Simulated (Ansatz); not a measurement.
Species: sum formula VO4H3, charge 0, multiplicity 1. 
Coordinates optimised at B3LYP-D3(BJ)/def2-TZVP (Ansatz, a program for electronic structure):
```xyz
8

V      0.0182     0.0138    -0.0175
O      1.0097     0.7667    -0.9735
O      0.9396    -0.8682     1.2192
H      1.9026    -0.8449     1.2419
O     -0.9570    -1.1352    -0.9584
H     -0.8429    -1.2314    -1.9103
O     -1.0541     1.1899     0.7722
H     -0.9834     2.1343     0.5948
```

Parts of the frozen-core correlation energy in def2-SVP (Ansatz, hartree). Frozen orbitals: 13; correlated occupied orbitals by spin: 16 and 16; virtual: 73 and 73. No spin-orbit coupling. No relativistic terms. The restricted reference is unstable.

| term | value |
|---|---|
| reference (HF) | -1243.70493 |
| MP2 opposite-spin | -0.76986 |
| MP2 same-spin | -0.32254 |
| CCSD correlation | -1.00603 |
| (T) | -0.06907 |
| T1 diagnostic | 0.035 |
| largest doubles amplitude | 0.059 |
